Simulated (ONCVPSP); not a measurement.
# potassium (K), ONCV: configuration errors across variants

K, optimised norm-conserving Vanderbilt (ONCV), made with ONCVPSP 4.0.1 (PBE, scalar-relativistic). Core [Ne], reference 3s2 3p6 4p1. Waves: 3s: rc 1.70 bohr, ncon 4, nbas 7, qcut 7 1/bohr, 2 projectors, debl 2.7 Ha; 3p+4p: rc 2.00 bohr, ncon 4, nbas 7, qcut 5.7 1/bohr, 2 projectors; d scattering state at 0.04 Ha: rc 1.70 bohr, ncon 4, nbas 8, qcut 4.8 1/bohr, local. Local part: the d channel. Core correction: Teter function, fcfact 2.5, rcfact 1.1.

All-electron excitation energies from the reference (eV): (1) 3s2 3p6 4s1 4p0 -1.553; (2) 3s2 3p6 4p0 2.761; (3) 3s2 3p6 4s0.5 4p0 0.089; (4) 3s1 3p6 4s1 4p0 40.442.

A true bound ghost makes a file unfit for plane-wave use even where its test errors are small: the radial tests pick states by their node count and pass the ghost by.

Errors AE − PS in meV (a dash: test not solved or not reliable):

```tsv
change	(1)	(2)	(3)	(4)	bound ghosts	GHOST(+) flags above zero
base	-25	-0.1	-16	-65	s	none
s: qcut 4.6; p: qcut 3.7; d: qcut 3.1	-54	-0.1	-35	-194	none	s
s: qcut 5.1; p: qcut 4.1; d: qcut 3.5	-74	0.0	-48	-166	none	s
s: qcut 5.8; p: qcut 4.7; d: qcut 3.9	-70	-0.1	-45	-174	none	s
s: qcut 7.1; p: qcut 5.8; d: qcut 4.9	-22	-0.1	-15	-59	s	none
s: qcut 7.7; p: qcut 6.3; d: qcut 5.3	-16	-0.1	-10	-40	s	none
s: qcut 8.1; p: qcut 6.6; d: qcut 5.6	-12	-0.1	-8.1	-30	s	none
s: qcut 9; p: qcut 7.3; d: qcut 6.1	-10	-0.1	-6.7	-17	s	none
s: qcut 9.7; p: qcut 7.9; d: qcut 6.6	-11	-0.1	-7.5	-10	s	none
s: qcut 10.2; p: qcut 8.3; d: qcut 7	-5.2	-0.1	-3.5	-7.0	s	none
```

(1) Give the same row for: s: qcut 6.4; p: qcut 5.2; d: qcut 4.4.

## Answers

(1) -36, -0.1, -23, -94; bound ghosts: s; GHOST(+) flags above zero: none.
